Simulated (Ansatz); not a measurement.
Potential energy curve for LiNa, singlet.

Levels of theory: RCCSD(T) = CCSD(T) on RHF/aug-cc-pVDZ, frozen core run with Ansatz (a first-principles code); RKS-PBE = restricted PBE/aug-cc-pVDZ run with Ansatz; UCCSD(T) = Ansatz with CCSD(T) on UHF/aug-cc-pVDZ, frozen core; RKS-BLYP = Ansatz with restricted BLYP/aug-cc-pVDZ; UKS-BLYP = unrestricted BLYP/aug-cc-pVDZ (Ansatz); UKS-PBE = unrestricted PBE/aug-cc-pVDZ (Ansatz); FCI = full CI/aug-cc-pVDZ, frozen core (Ansatz).

Cost and accuracy over the 20 points of the scan, with FCI as yardstick. Costs are rough ratios of core time within Ansatz on shared cores, each with its mean field (Kohn-Sham runs search longer for lower solutions than correlated ones do); the miss is the largest error against full CI of the curve after the mean shift, in kJ/mol.

**Question.** Which of them comes closest to FCI within 3 times the cost of the cheapest?

**Answer.** RCCSD(T), 0.0 kJ/mol off at most.

```
level     relative cost  largest error
--------  -------------  -------------
RCCSD(T)              1            0.0
RKS-PBE               2           35.4
UCCSD(T)              2            0.1
RKS-BLYP              2           26.0
UKS-BLYP              6            9.9
UKS-PBE               6            6.3
```

Costs within a factor of two of each other count as equal.

With two correlated electrons CCSD is exact in the basis where it finds the lowest root (RCCSD(T), UCCSD(T)). The restricted form behind RKS-PBE, RKS-BLYP keeps the bonding electrons paired and can't separate into open-shell fragments. The unrestricted determinant behind UCCSD(T) is spin-contaminated at 2.31 to 8.90 Å (<S²> up to 1.0, against 0.00 for a pure singlet). The unrestricted determinant behind UKS-BLYP is spin-contaminated at 4.43 to 8.90 Å (<S²> up to 1.0, against 0.00 for a pure singlet). The unrestricted determinant behind UKS-PBE is spin-contaminated at 3.87 to 8.90 Å (<S²> up to 1.0, against 0.00 for a pure singlet).
